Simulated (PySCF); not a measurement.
Simulated characterisation data

[PySCF: σ from GIAO-PBE0/pcSseg-1; geometry: GFN2-xTB; a single conformation; non-relativistic Hamiltonian; in vacuum; averaged over atoms made equivalent by symmetry, fast rotation or ring inversion]

δ = σ(ref) − σ, references computed at the same level: TMS for 1H (31.72 ppm), 13C (186.93 ppm). Splittings of carbon signals by F and P are missing where no couplings were computed. Where no couplings were computed, multiplicities follow the n + 1 count of equivalent neighbours, and m marks all less simple cases (inequivalent or close neighbours, rings, F or P nearby). Shifts are as computed. Against solution values, carbons near 30 ppm lie about +3 ppm off and those near 130 ppm about +5 ppm. Of 1211 compounds with measured shifts, 218 miss one by over three times the rms of a fit or turn the order of signals round; such compounds aren't used in these exercises.

Compound 1 (C6H7F3). 1H NMR (600 MHz, computed): δ 6.91 (m, 1H), 5.38 (m, 1H), 4.93 (m, 1H), 1.45 (m, 2H), 0.86 (m, 2H). 13C{1H} NMR (computed): δ 145.3, 136.8, 116.0, 27.6, 20.5. Structure: SMILES C=CC1(C(F)(F)F)CC1.

Compound 2 (C6H7F3). 1H NMR (600 MHz, computed): δ 6.86 (m, 1H), 6.01 (m, 1H), 3.14 (m, 1H), 3.04 (m, 1H), 2.77 (m, 1H), 2.65 (m, 1H), 2.63 (m, 1H). 13C{1H} NMR (computed): δ 154.6 (CH), 126.9 (CH), 121.0 (C), 34.6 (CH), 27.8 (CH2), 26.9 (CH2). Structure: SMILES FC=C1CC(C(F)F)C1.

Compound 3 (C5H5F3O). 1H NMR (600 MHz, computed): δ 5.43 (m, 1H), 2.74 (m, 1H), 2.43 (m, 1H), 2.20 (m, 1H), 2.03 (m, 1H). 13C{1H} NMR (computed): δ 170.2, 99.6, 96.2, 25.3, 22.7. Structure: SMILES O=C(F)[C@@]1(F)CC[C@H]1F.

Compound 4 (C4H10O2Si). 1H NMR (600 MHz, computed): δ 5.30 (sept, 1H), 4.06 (s, 3H), 1.31 (d, 6H). 13C{1H} NMR (computed): δ 186.2, 68.8, 23.9. Structure: `[SiH3]C(OC(C)C)=O`.
